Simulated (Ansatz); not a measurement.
**Ligand exchange: GaH2(OH) + InH2(SH) → GaH2(SH) + InH2(OH)**

Species: GaH2(OH), singlet; InH2(SH), singlet; GaH2(SH), singlet; InH2(OH), singlet. The partners trade OH for SH: Ga–OH and In–SH bonds give way to Ga–SH and In–OH.

Shapes, held fixed at every level: PBE0-D4/def2-TZVP. Programs: Ansatz 0.2.0. The zero-point and thermal change to 298 K, harmonic and unscaled (PBE0-D4/def2-TZVP), is -0.6 kJ/mol.

```csv
level,kind,ΔH(298 K) (kJ/mol),less CCSD(T)/def2-TZVPP
HF/def2-SVP,Hartree–Fock,+40.1,+10.8
SPW92/def2-TZVPP,LDA,+27.1,-2.2
r2SCAN0-D4/def2-TZVPP,global hybrid,+29.2,-0.1
B2PLYP/def2-TZVPP,double hybrid,+28.0,-1.3
CCSD/def2-SVP,coupled cluster or CI,+34.7,+5.4
CCSD/def2-TZVPP,coupled cluster or CI,+30.3,+1.0
CCSD(T)/def2-TZVPP,coupled cluster or CI,+29.3,0.0
```

The highest level, CCSD(T)/def2-TZVPP, gives ΔH(298 K) = +29.3 kJ/mol; the levels span +27.1 to +40.1. The column of differences is taken from that level and isn't an error. No measured value is set beside it here. For atoms past krypton def2 sets carry core potentials with scalar relativity. Relativity is left out for Ga unless named. Correlated rows may include outer-core shells of Ga, In, which these sets cover unevenly.
